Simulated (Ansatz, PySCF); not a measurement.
F3OTa, charge +1, doublet, at a GFN2-xTB geometry (such geometries of metal compounds can be far from the true shape) (the multiplicity is a formal guess) (core potentials on Ta). Base run: PySCF with BHANDHLYP/def2-SVP.

Here is a job for PySCF.
```python
from pyscf import gto, scf, dft

mol = gto.Mole()
mol.atom = '''
    Ta    0.011017    0.005905   -0.012709
    O     1.121397    0.601125   -1.293631
    F     0.944640   -0.941551    1.203040
    F    -1.251577   -1.047486   -0.749998
    F    -0.779216    1.406804    0.799933
'''
mol.basis = 'def2-svp'
mol.ecp = {'Ta': 'def2-svp'}
mol.charge = 1
mol.spin = 1
mol.verbose = 4
mol.build()

mf = dft.UKS(mol)
mf.xc = 'bhandhlyp'
mf.kernel()
```

The same geometry, method and basis name were run in Ansatz (an electronic-structure program) and PySCF, at each program's defaults and at the settings that a row names. The base is PySCF at its defaults. Differences at the defaults can come from grids, fitting, cores and function types together.

| code and settings | ΔE vs base (µEh) | basis functions | E (Eh) | SCF cycles |
|---|---|---|---|---|
| PySCF, defaults (exact integrals, its default grid, spherical functions) | 0.0 | 88 | -431.03389 | 17 |
| Ansatz, defaults (factorised integrals, its default grid, spherical functions) | 0.2 | 88 | -431.03389 | - |
| PySCF, density fitting with def2-universal-jkfit | 101 | 88 | -431.03379 | 17 |
| PySCF, fine grid | -8.5 | 88 | -431.03390 | 12 |
| Ansatz, high accuracy | -4.9 | 88 | -431.03390 | - |

Open shells are given as the SCF converged; they aren't shown to be the lowest states, and a large step between rows can be another state.
